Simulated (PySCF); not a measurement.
Species: C6H9Br.
Structure used (PBE0-D3(BJ)/def2-SVP), in Å, numbered top down from 1:
```xyz
16
C6H9Br angstrom
C      2.3189    0.0259   -0.6360
C      1.0223    0.1352   -0.3397
C     -0.1450   -0.3775   -1.1614
C     -1.3978   -0.0351   -0.3414
C     -0.8802    0.0778    1.0925
C      0.4822    0.7318    0.9289
Br     0.2603    2.6920    0.6980
H      3.0900    0.4172    0.0329
H      2.6518   -0.4450   -1.5650
H     -0.1617    0.0641   -2.1693
H     -0.0463   -1.4678   -1.2959
H     -2.1991   -0.7801   -0.4477
H     -1.8057    0.9376   -0.6572
H     -0.7115   -0.9295    1.5148
H     -1.5466    0.6209    1.7765
H      1.1522    0.6441    1.7915
```

Method: PySCF 2.14.0, density-fitted response routines, TDDFT B3LYP/def2-SVPD, vertical, gas phase, core orbitals frozen in the response. Relativistic effects, spin–orbit coupling among them, are left out although an element past zinc is present.

Ground-to-excited transition dipoles (e·a0, same axes as the geometry; the sign carries no meaning), for the states with f of 0.002 or more among the lowest 6:

```json
{"state": "S1", "E (eV)": "5.095", "μx": "-0.485", "μy": "0.332", "μz": "0.269"}
{"state": "S3", "E (eV)": "5.753", "μx": "-0.760", "μy": "0.544", "μz": "0.262"}
{"state": "S4", "E (eV)": "6.402", "μx": "0.458", "μy": "-0.227", "μz": "-0.109"}
{"state": "S5", "E (eV)": "6.755", "μx": "-0.259", "μy": "-0.031", "μz": "-0.035"}
{"state": "S6", "E (eV)": "6.882", "μx": "-0.061", "μy": "0.150", "μz": "0.017"}
```

Q: What oscillator strength does each state have?

A: f = (2/3) ΔE |μ|² with ΔE in hartree (27.2114 eV).

```csv
state,|μ|² (au),|μ| (D),f
S1,0.418,1.64,0.052
S3,0.942,2.47,0.133
S4,0.273,1.33,0.043
S5,0.069,0.67,0.011
S6,0.027,0.41,0.004
```

Q: Which bond between heavy atoms lies closest to the direction of the S3 transition dipole?

A: C3–C4, at 25° from it; next C1–C2 at 30°.

Q: What angle do the transition dipoles of S3 and S5 make?

A: |cos θ| = |μa·μb| / (|μa| |μb|) = 0.67, so θ ≈ 48° (taken between 0 and 90°, since the signs are arbitrary).

Q: How is the summed strength of these states shared among x, y and z?

A: (2/3) Σ ΔE μα² gives 0.155 for x, 0.068 for y and 0.021 for z, 0.244 in all.

Q: What peak molar absorption coefficient would the strongest computed level give as a lone Gaussian band 0.4 eV wide at half height?

A: ε(max) = 2.175×10⁸ f / FWHM, with the width in cm⁻¹. S3: 2.175×10⁸ × 0.1327 / 3226 ≈ 8900 L mol⁻¹ cm⁻¹.

One conformer stands for the species.
